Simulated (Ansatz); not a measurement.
The cluster FeF₂, relaxed as a triplet with UKS r2SCAN-D4/def2-TZVP in Ansatz, starting from the r2SCAN-D4/def2-TZVP geometry of the neutral singlet. Force threshold 0.02 eV/Å.

The charge 0 triplet is spin-contaminated (final ⟨S²⟩ up to 3.01, 2.00 for a pure state). At r2SCAN-D4/def2-TZVP a quintet of charge 0 lies 1.23 eV below the triplet, each at its own geometry. The structure comes from a short search, and lower isomers may exist.

Start:

Cartesian coordinates in Å:
```
Fe 0.000 0.000 0.000
F 0.886 1.390 -0.406
F -0.886 -1.390 0.406
```

Problem. Estimate the energy that the relaxation releases and the steps that it takes.

Solution. 0.7 kcal/mol, in 3 steps; 32 s on 4 threads of AMD EPYC 7R43 on a shared host. No frequencies were taken in this run, so the end may be a saddle point.

Problem. Does the start keep its bonding and symmetry?

Solution. By distances, no bond broke or formed. The bond that changes most is Fe1–F2, from 1.70 to 1.73 Å (atoms count from 1). Point group D∞h at the start, D∞h at the end, both within 0.05 Å.

Problem. Predict the relaxed structure.

Solution. 
Cartesian coordinates in Å:
```
Fe 0.0001 0.0000 0.0000
F 0.9019 1.4147 -0.4136
F -0.9019 -1.4147 0.4136
```
Bond lengths: 2 × F–Fe 1.73 Å.
